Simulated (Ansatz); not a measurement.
`C[S][Ga]([Cl])[Cl]` + H₂S → `[SH][Ga]([Cl])[Cl]` + CH₃SH at 600 K and 1 bar (ligand exchange at a Ga–S bond).

Isolated molecules relaxed with PBE0-D4/def2-TZVP in Ansatz; ΔE leaves out vibrations. CCSD(T)/CBS adds triple-zeta CCSD(T) − MP2 to the extrapolated MP2 energy (def2 sets, frozen cores). This one scheme is used for every species. For Ga outer-core shells are correlated without core-valence functions, which leaves a few kJ/mol of doubt a bond. Scalar relativity is left out up to krypton. One conformer a species, not always the lowest.

```csv
species,CCSD(T)/CBS energy (Eh),H − E (kJ/mol),S (J/(mol·K))
`C[S][Ga]([Cl])[Cl]`,-3281.27922,170.6,478.3
H₂S,-398.97279,60.8,230.9
`[SH][Ga]([Cl])[Cl]`,-3242.02309,78.9,413.9
CH₃SH,-438.22835,152.3,296.8
```

H − E and S are ideal-gas, rigid-rotor, harmonic terms from PBE0-D4/def2-TZVP, for one conformer and one mirror image of each species. 1 Eh = 2625.50 kJ/mol, R = 8.31446 J/(mol·K).

**Question.** By hand: ΔE, ΔH, ΔS and ΔG.

**Answer.** ΔE = (-3242.02309) + (-438.22835) − (-3281.27922) − (-398.97279) = 0.00057 Eh = 1.5 kJ/mol. Δ(H − E) = 78.9 + 152.3 − 170.6 − 60.8 = -0.2, so ΔH = 1.3 kJ/mol. ΔS = 413.9 + 296.8 − 478.3 − 230.9 = 1.5 J/(mol·K). ΔG = 1.3 − 600 × (1.5)/1000 = 0.4 kJ/mol.

**Question.** By hand: the equilibrium constant, and the temperature at which ΔG would vanish if ΔH and ΔS stayed fixed.

**Answer.** log₁₀ K = −ΔG/(RT ln 10) = 0.0. ΔG = 0 at ΔH/ΔS = 867 K, though so small a ΔH makes that figure unsure.

TΔS isn't small against ΔH here. The sign of ΔG lies within the doubt. A doubt of 5 kJ/mol in ΔE shifts log₁₀ K by 0.4 here. Other conformers and mirror images would add mixing entropy, several J/(mol·K) or more a flexible species. Modes under 60 cm⁻¹, often nearly free rotors, make the harmonic entropy too high. These are equilibria of isolated gas molecules and say nothing of rates. Largest T1 diagnostic: 0.011 (customary marks: 0.02 for closed shells, 0.045 for open ones).
